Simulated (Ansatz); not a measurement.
Reaction (ligand exchange at a Ga–C bond): `[NH2][GaH][CH2]Cl` + HBr → `[NH2][GaH][Br]` + `CCl`

Isolated molecules relaxed with PBE0-D4/def2-TZVP in Ansatz; ΔE leaves out vibrations. CCSD(T)/CBS adds triple-zeta CCSD(T) − MP2 to the extrapolated MP2 energy (def2 sets, frozen cores). This one scheme is used for every species. Functionals use def2-TZVPP. B3LYP here is the variant with VWN-RPA as its local correlation; programs differ in this. HSE06 is defined as in plane-wave codes. For Br, Ga outer-core shells are correlated without core-valence functions, which leaves a few kJ/mol of doubt a bond. Scalar relativity is left out up to krypton. One conformer a species, not always the lowest.

| level | ΔE (kJ/mol) | difference from CCSD(T)/CBS |
| --- | --- | --- |
| LDA (SPW92) | -142.5 | 7.5 |
| PBE-D4 | -147.6 | 2.4 |
| revPBE-D4 | -145.8 | 4.2 |
| BLYP-D4 | -147.0 | 3.0 |
| r2SCAN-D4 | -156.2 | -6.2 |
| B97M-V | -156.1 | -6.1 |
| PBE0-D4 | -155.3 | -5.3 |
| B3LYP-D4 | -153.9 | -3.9 |
| r2SCANh-D4 | -158.2 | -8.2 |
| r2SCAN0-D4 | -161.1 | -11.1 |
| HSE06-D4 | -155.6 | -5.6 |
| BHLYP-D4 | -163.9 | -13.9 |
| CAM-B3LYP-D4 | -154.2 | -4.2 |
| ωB97X-V | -155.6 | -5.6 |
| ωB97M-V | -153.8 | -3.8 |
| B2PLYP | -157.3 | -7.3 |
| PBE-QIDH | -160.0 | -10.0 |
| PBE | -150.1 | -0.1 |
| BLYP | -152.1 | -2.1 |
| r2SCAN | -157.1 | -7.1 |
| B3LYP | -157.8 | -7.8 |
| r2SCAN0 | -162.1 | -12.1 |
| HSE06 | -157.8 | -7.8 |
| BHLYP | -166.6 | -16.6 |
| CAM-B3LYP | -156.5 | -6.5 |
| LC-ωPBE | -154.7 | -4.7 |
| RPA@PBE/def2-TZVPP | -143.4 | 6.6 |
| HF/def2-SVP | -173.9 | -23.9 |
| MP2/def2-SVP | -155.5 | -5.5 |
| CCSD/def2-SVP | -152.9 | -2.9 |
| CCSD(T)/def2-SVP | -150.4 | -0.4 |
| HF/def2-TZVPP | -181.1 | -31.1 |
| SCS-MP2/def2-TZVPP | -155.4 | -5.4 |
| CCSD/def2-TZVPP | -153.8 | -3.8 |
| CCSD(T)/def2-TZVPP | -150.7 | -0.7 |
| HF/def2-QZVPP | -180.5 | -30.5 |
| MP2/def2-QZVPP | -153.5 | -3.5 |
| SCS-MP2/def2-QZVPP | -155.0 | -5.0 |
| MP2/CBS(def2) | -153.4 | -3.4 |
| CCSD/CBS(def2) | -153.1 | -3.1 |
| CCSD(T)/CBS | -150.0 | 0 |

Largest T1 diagnostic among the species: 0.013.

From PBE to PBE0 (25 % exact exchange), in def2-TZVPP and without D4, ΔE moves by −7.5 kJ/mol. Leaving LDA and LC-ωPBE aside and taking each functional with its dispersion term where it has one, the values spread over 18.1 kJ/mol, from BHLYP-D4 to revPBE-D4. LDA lies +7.6 kJ/mol from PBE without D4. The D4 term adds +3.9 kJ/mol with B3LYP and +2.2 kJ/mol with PBE0; it sums over pairs of atoms, weighted by their polarisabilities, and B3LYP, whose exchange is more repulsive, gets the larger term.
